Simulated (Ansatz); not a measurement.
Several settings on one geometry of the cluster In2Sn (the lowest singlet isomer of a short search) (that of the charge 0 singlet, PBE0-D4/def2-SVP). Ansatz on 4 threads of Arm Neoverse V2 on a shared host; times are rough.

Cartesian coordinates in Å:
```
In -1.104 0.919 1.936
In 1.545 0.268 -1.831
Sn -0.441 -1.187 -0.105
```

Totals from different functionals, basis sets or treatments of relativity can't be compared as stabilities.

In the def2 sets In, Sn take a core potential; there is no spin–orbit coupling. B3LYP takes the VWN-RPA correlation.

At PBE0-D4/def2-SVP a triplet lies 0.58 eV below the restricted singlet of charge 0, at its own geometry.

Task: Give the basis size and estimate the energy, ⟨S²⟩, dipole and time of these runs.

| run | method | charge | state | further keys |
| --- | --- | --- | --- | --- |
| 1 | RKS LDA (SPW92)/def2-mTZVP | 0 | singlet | nuclear_model: gaussian; scf: {lower_state_search: off} |
| 2 | RKS B3LYP/def2-TZVP | 0 | singlet | nuclear_model: gaussian; forces asked |
| 3 | RKS PBE0/def2-TZVPP | 0 | singlet | forces asked |

Result: 
```
run  functions  energy (Eh)  ⟨S²⟩  dipole (D)  wall time
  1        108    -593.6314     –           –      0.5 s
  2        150    -594.8080     –        1.11       10 s
  3        150    -594.5970     –        1.12       10 s
```

The restricted singlet is unstable towards broken spin symmetry at other levels; at RKS LDA (SPW92)/def2-mTZVP, RKS B3LYP/def2-TZVP, RKS PBE0/def2-TZVPP this wasn't settled.
